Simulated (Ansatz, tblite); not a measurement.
Forces on naphthyltetrahydrothiophenium benzoate, `CCCCOc1ccc([S+]2CCCC2)c2ccccc12.O=C([O-])c1ccccc1` at its PBE-D4/def2-SVP geometry. The state is a singlet with charge 0.

The xTB rows come from tblite. Single mean-field runs in def2-SVP are fitted with def2-universal-jkfit.

GFN2-xTB (tblite), largest force 1.50 eV/Å:

```xyz
57
positions Å, forces eV/Å
C    -0.452    5.249    4.919   -0.162    0.438    0.301
C    -0.060    4.271    3.812    0.154   -0.646    0.051
C    -0.002    4.921    2.426   -0.155    0.896    0.002
C     0.360    3.957    1.308    0.208   -0.458   -0.258
O    -0.675    2.979    1.209    0.261    0.183   -0.088
C    -0.544    1.961    0.326    0.310   -0.238   -0.365
C     0.538    1.804   -0.540   -0.295   -0.205    0.045
C     0.576    0.709   -1.437   -0.259   -0.073    0.121
C    -0.446   -0.223   -1.462    0.093    0.521    0.169
S    -0.471   -1.590   -2.634    0.612    0.126    0.014
C     0.964   -1.350   -3.774    0.081   -0.376    0.251
C     0.552   -0.416   -4.905    0.268    0.274   -0.041
C    -0.910   -0.741   -5.236   -0.189   -0.185   -0.206
C    -1.657   -0.735   -3.906    0.016   -0.099    0.441
C    -1.559   -0.126   -0.566   -0.052    0.180    0.171
C    -2.605   -1.092   -0.509   -0.068    0.115    0.212
C    -3.678   -0.926    0.352    0.315    0.096   -0.037
C    -3.751    0.206    1.203    0.292    0.097   -0.138
C    -2.733    1.148    1.197   -0.198   -0.307   -0.100
C    -1.619    1.004    0.324   -0.054   -0.261   -0.135
H     0.267    6.092    4.992   -0.382   -0.554   -0.114
H    -1.455    5.688    4.734    0.602   -0.318    0.043
H    -0.485    4.752    5.910    0.051    0.203   -0.649
H     0.931    3.818    4.041   -0.471    0.342   -0.091
H    -0.777    3.424    3.780    0.271    0.508    0.016
H     0.748    5.743    2.420   -0.325   -0.442    0.073
H    -0.980    5.393    2.185    0.449   -0.349    0.179
H     1.331    3.452    1.522   -0.430    0.211   -0.008
H     0.465    4.491    0.335   -0.106   -0.151    0.435
H     1.371    2.517   -0.544   -0.484   -0.444   -0.026
H     1.441    0.616   -2.106   -0.542    0.090    0.433
H     1.824   -1.050   -3.154   -0.476   -0.064   -0.431
H     1.167   -2.386   -4.112   -0.139    0.583    0.038
H     0.640    0.642   -4.577   -0.107   -0.539   -0.133
H     1.224   -0.547   -5.778   -0.414    0.014    0.421
H    -0.972   -1.744   -5.711    0.056    0.504    0.341
H    -1.349   -0.018   -5.954    0.276   -0.289    0.429
H    -2.594   -1.322   -3.903    0.591    0.346   -0.089
H    -1.868    0.289   -3.542    0.153   -0.575   -0.229
H    -2.511   -2.010   -1.106   -0.072    0.614    0.300
H    -4.467   -1.692    0.390    0.472    0.501   -0.007
H    -4.608    0.327    1.883    0.518   -0.089   -0.426
H    -2.764    2.020    1.864    0.028   -0.526   -0.394
O    -0.515   -3.199   -0.150    1.384    0.227   -0.540
C     0.703   -3.110   -0.399   -0.392    0.265   -0.208
O     1.228   -2.436   -1.375   -1.354   -0.376    0.513
C     1.699   -3.829    0.496    0.378   -0.279    0.356
C     1.222   -4.576    1.589    0.303    0.006   -0.028
C     2.117   -5.251    2.432    0.096    0.207   -0.299
C     3.499   -5.184    2.188   -0.274    0.203   -0.260
C     3.982   -4.440    1.098   -0.396    0.004    0.043
C     3.085   -3.765    0.256   -0.108   -0.169    0.242
H     0.133   -4.603    1.748    0.674   -0.029   -0.039
H     1.737   -5.833    3.287    0.231    0.356   -0.523
H     4.203   -5.714    2.849   -0.435    0.327   -0.409
H     5.065   -4.387    0.906   -0.662   -0.029    0.111
H     3.435   -3.175   -0.604   -0.143   -0.364    0.519
```

PBE-D4/def2-SVP (Ansatz), largest force 0.02 eV/Å:

```
C -0.001 -0.001 -0.001
C 0.000 0.002 0.000
C 0.000 -0.003 0.002
C 0.006 0.006 -0.001
O -0.005 -0.003 0.001
C 0.002 -0.001 -0.002
C 0.000 0.000 0.003
C -0.002 0.001 -0.004
C 0.002 0.000 -0.001
S 0.001 -0.001 0.000
C -0.002 0.000 0.003
C 0.002 0.000 -0.001
C -0.001 0.000 0.001
C 0.000 0.002 -0.001
C -0.003 0.003 0.002
C 0.000 -0.001 0.000
C -0.001 0.002 0.002
C 0.001 -0.001 -0.002
C -0.001 -0.001 0.000
C 0.000 -0.002 0.000
H 0.000 -0.001 -0.001
H 0.001 -0.001 0.000
H -0.001 0.001 -0.001
H -0.002 0.001 -0.001
H 0.000 0.001 0.000
H 0.000 0.000 -0.001
H 0.000 -0.001 0.000
H -0.001 0.000 0.000
H 0.000 -0.001 0.001
H 0.000 0.000 0.000
H 0.001 -0.001 0.000
H 0.000 -0.001 0.000
H 0.000 0.001 0.000
H -0.001 -0.001 0.001
H 0.000 0.000 0.001
H 0.000 0.001 0.000
H 0.000 0.000 0.000
H 0.000 0.000 0.000
H 0.001 -0.001 0.001
H 0.001 0.002 0.001
H 0.000 0.000 0.000
H 0.000 0.000 0.001
H 0.000 -0.001 0.000
O 0.007 0.001 -0.006
C 0.006 0.002 0.014
O -0.003 -0.009 0.004
C -0.005 0.003 -0.011
C 0.010 -0.003 0.013
C -0.012 0.006 -0.006
C 0.003 -0.004 0.000
C -0.008 0.011 -0.007
C 0.011 -0.008 0.003
H 0.000 -0.003 0.000
H -0.001 0.000 0.000
H -0.005 0.003 -0.004
H -0.001 0.001 -0.002
H 0.001 0.001 0.001
```

r2SCAN-D4/def2-SVP (Ansatz), largest force 0.67 eV/Å:

```
C -0.037 0.104 0.075
C 0.031 -0.164 0.000
C -0.050 0.120 -0.035
C 0.154 0.008 -0.065
O 0.105 -0.082 -0.128
C 0.058 -0.006 -0.039
C -0.056 0.062 0.081
C -0.047 -0.080 -0.021
C 0.062 0.098 0.073
S -0.001 0.232 -0.164
C 0.106 -0.117 0.086
C 0.042 0.089 -0.038
C -0.023 -0.046 -0.099
C -0.084 0.018 0.082
C -0.020 0.014 0.025
C -0.051 -0.022 0.032
C 0.059 0.003 -0.033
C 0.059 0.043 -0.008
C -0.050 -0.021 0.021
C 0.000 0.013 0.009
H -0.149 -0.192 -0.027
H 0.220 -0.107 0.030
H 0.011 0.098 -0.231
H -0.199 0.102 -0.047
H 0.140 0.183 0.005
H -0.144 -0.175 0.001
H 0.192 -0.109 0.048
H -0.226 0.088 -0.035
H -0.049 -0.123 0.212
H -0.176 -0.148 0.004
H -0.181 0.022 0.147
H -0.192 -0.072 -0.147
H -0.040 0.215 0.058
H -0.032 -0.209 -0.058
H -0.140 0.016 0.186
H 0.020 0.198 0.109
H 0.089 -0.144 0.162
H 0.188 0.124 -0.018
H 0.049 -0.200 -0.078
H -0.029 0.197 0.130
H 0.172 0.163 -0.008
H 0.185 -0.025 -0.145
H 0.004 -0.191 -0.143
O 0.655 0.056 -0.136
C -0.253 0.166 -0.164
O -0.213 -0.294 0.414
C 0.044 -0.055 0.057
C 0.021 0.012 -0.009
C 0.004 0.026 -0.036
C -0.030 0.021 -0.032
C -0.049 0.007 0.004
C -0.015 -0.009 0.007
H 0.237 -0.008 -0.019
H 0.080 0.124 -0.181
H -0.155 0.116 -0.144
H -0.232 -0.011 0.039
H -0.062 -0.128 0.187
```
